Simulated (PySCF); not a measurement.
NTi, SMILES [Ti]#[N] (connectivity only; charge and spin as stated), neutral, multiplicity 2. Atoms are numbered in the order given.

```xyz
2

Ti     0.0000     0.0000    -0.3723
N      0.0000     0.0000     1.1700
```
Charge 0, spin multiplicity 2.

Coordinates come from a PBE0-D3(BJ)/def2-TZVPD optimisation. The spin state was assumed, not searched.

Computed with B3LYP/def2-TZVPD run with PySCF.

Mulliken values depend strongly on the basis, most of all with diffuse functions as here. ESP charges are fitted to the potential on shells at 1.4 to 2.0 van der Waals radii. Atomic charges (e):

| atom | ESP fit | Mulliken | Mulliken spin |
|---|---|---|---|
| Ti1 | 0.50 | 0.58 | 1.08 |
| N2 | -0.50 | -0.58 | -0.08 |
